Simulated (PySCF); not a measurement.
Species: C4H13AsGe.
SMILES with atom numbers: `[CH3:1][CH2:2][CH2:3][GeH2:4][AsH:5][CH3:6]` (hydrogens: H7, H8, H9 on C1; H10, H11 on C2; H12, H13 on C3; H14, H15 on Ge4; H16 on As5; H17, H18, H19 on C6)

All values: PBE0/def2-SVPD (PySCF, non-relativistic), on one gas-phase PBE0-D3(BJ)/def2-SVP geometry that isn't relaxed in the solvent. The solvent is an IEF-PCM continuum (van der Waals radii × 1.2). The model holds no explicit solvent molecules, cavitation or dispersion. Spin–orbit coupling is left out although an atom past zinc is present.

Gas phase at PBE0/def2-SVPD: HOMO -6.77 eV, LUMO 0.04 eV, dipole 0.55 D.

**Question.** What does the continuum do to the energy, the frontier levels and the dipole at PBE0/def2-SVPD in dichloromethane and acetone?

**Answer.** 
```json
{"solvent": "dichloromethane", "ε": "8.93", "E(solvent) − E(gas) (kcal/mol)": "-1.44", "polarisation term (kcal/mol)": "-1.61", "distortion of the solute (kcal/mol)": "0.17", "HOMO (eV)": "-6.76", "LUMO (eV)": "0.11", "dipole (D)": "0.78"}
{"solvent": "acetone", "ε": "20.49", "E(solvent) − E(gas) (kcal/mol)": "-1.61", "polarisation term (kcal/mol)": "-1.83", "distortion of the solute (kcal/mol)": "0.22", "HOMO (eV)": "-6.77", "LUMO (eV)": "0.11", "dipole (D)": "0.82"}
```

The first energy column is the sum of the next two and covers electrostatics alone. From dichloromethane to acetone the lowering changes by a factor 1.12, Onsager's factor (ε − 1)/(2ε + 1) by 1.10 and ε itself by 2.3.

**Question.** How does the static polarisability (PBE0/def2-SVPD, frozen core, with the continuum's full static response) change?

**Answer.** 
| medium | isotropic (au) | principal values (au) | ⟨r²⟩ of the electrons (bohr²) |
| --- | --- | --- | --- |
| gas | 117.4 | 96.8, 114.3, 141.0 | 1671.8 |
| dichloromethane | 160.8 | 138.7, 159.6, 184.2 | 1671.6 |
| acetone | 167.7 | 146.5, 166.5, 190.0 | 1671.6 |

The isotropic value in acetone is 1.43 times the gas-phase one; no cavity-field correction is applied. ⟨r²⟩ is taken about the centre of nuclear charge.

The values belong to the conformer `[CH3:1][CH2:2][CH2:3][GeH2:4][AsH:5][CH3:6]`: C1–C2–C3–Ge4 63°, C2–C3–Ge4–As5 -80°, C3–Ge4–As5–C6 -176°.
